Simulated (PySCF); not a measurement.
Molecule: SMILES C=C[SiH2][SiH2]C(=O)OC, singlet. Atoms near the plane z = 0.0 Å, at the GFN2-xTB optimised geometry (x, y, z in Å): Si4 (-0.6, -1.8, 0.1), C5 (0.6, -0.3, 0.0), O6 (1.8, -0.3, 0.0), O7 (-0.2, 0.9, 0.0), C8 (0.5, 2.1, 0.0), H14 (0.1, -2.9, -0.5), H15 (-1.8, -1.5, -0.7), H16 (1.1, 2.2, 0.9), H17 (-0.2, 2.9, -0.1), H18 (1.2, 2.1, -0.8).

Level of theory: PBE/def2-SVP (PySCF). Cells within 0.4 Å of a nucleus heavier than hydrogen are left out (blank, or x). The values are rescaled to run from 0 to 1.

```
|444444444444444444444444444|
|444444444444444444444444444|
|444444444444444444444444444|
|444444444444444444444444444|
|444444444444444444444444444|
|444444444444334444444444444|
|444444444444203554444444444|
|44444444444442xx44444444444|
|44444444444454xx44444444444|
|444444444445633554444444444|
|444444444455xx5544444444444|
|444444444455xx5655544444444|
|444444444446633565554444444|
|44444444444565xx2xx55444444|
|44444444444443xx1xx55444444|
|444444444444431465454444444|
|444444444448734455544444444|
|44444444449xx84444444444444|
|44444444449xx94444444444444|
|444444444459944444444444444|
|444444444444434444444444444|
|444444444444444444444444444|
|444444444444444444444444444|
|444444444444444444444444444|
|444444444444444444444444444|
|444444444444444444444444444|
|444444444444444444444444444|
```
Scale: ten equal steps from 0.000 (start of '0') to 1.00 (end of '9'), in the order '0123456789'; x runs from -5.00 to 5.00, y from -5.00 (bottom) to 5.00 (top).

### Question
Which quantity is mapped?
(A) log10 of the electron density
(B) deformation density (molecule minus spherical neutral atoms)
(C) an orbital amplitude
(D) Laplacian of the electron density

### Answer
D, Laplacian of the electron density. In full: Laplacian of the electron density (e/bohr⁵), clipped to [-1.50, 1.50].
